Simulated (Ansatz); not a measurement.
An input meant for AsH₃ (charge 0, singlet; atoms displaced at random, 0.03 Å in each coordinate).

```yaml
crystal:
  periodic: [false, false, false]
  atoms:
    - {symbol: As, position_ang: [0.006905, -0.008611, 0.641396]}
    - {symbol: H, position_ang: [1.308465, -0.043547, -0.193393]}
    - {symbol: H, position_ang: [-0.638976, 1.111925, -0.201374]}
    - {symbol: H, position_ang: [-0.649631, -1.096099, -0.199516]}
basis:
  gaussian: {orbitals: "6-31G*"}
hamiltonian: {xc: {name: PBE0}, dispersion: d4}
outputs: {forces: true}
output: {forces: true}
```

```sh
$ ansatz run in.yaml --threads 2 --pin off --events-out ev --progress --plain --max-ram 4352MiB
```

It prints (some lines left out):

```
Error: YAML parse error: error: line 11 column 1: unknown field `outputs`, expected one of crystal, accuracy, basis, kpoints, hamiltonian, magnetization, projection, total_charge, correlation, batch, efield, external_charges, scf, relax, neb, saddle, md, ramp, phonons, dielectric, real_time, elastic, magnetic_configurations, gw, evaluate, workflow, output, checkpoint, execution
 9 |   gaussian: {orbitals: "6-31G*"}
10 | hamiltonian: {xc: {name: PBE0}, dispersion: d4}
11 | outputs: {forces: true}
12 | output: {forces: true}
```

**Question.** What is wrong with this run?

**Answer.** The input holds a key that doesn't belong there. The program refused the input.
